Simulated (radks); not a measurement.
Values are calculated unless marked as measured or tabulated.
Ionisation of neutral helium, [He], to 1s1 as the strength of local exchange is varied. Code: a radial shooting solver on a logarithmic mesh with Libxc functionals. Model: non-relativistic Kohn-Sham, Slater X-alpha exchange (alpha = 2/3 is LDA exchange), no correlation, spin-polarised, spherical densities, point nucleus.

| alpha | E(He) (hartree) | exchange (hartree) | IE (eV) | -e of the level emptied (eV) | <r> of it (bohr) |
|---|---|---|---|---|---|
| 0.667 | -2.72407 | -0.85329 | 22.074 | 14.073 (1s) | 0.9719 |
| 0.856 | -2.97231 | -1.15357 | 24.720 | 17.328 (1s) | 0.9162 |
| 0.892 | -3.02106 | -1.21367 | 25.244 | 17.982 (1s) | 0.9064 |
| 0.957 | -3.11026 | -1.32455 | 26.207 | 19.190 (1s) | 0.8892 |
| 1.013 | -3.18834 | -1.42250 | 27.053 | 20.260 (1s) | 0.8750 |

NIST Atomic Spectra Database: 24.587 eV (measured). The Delta-SCF value meets it near alpha = 0.85.
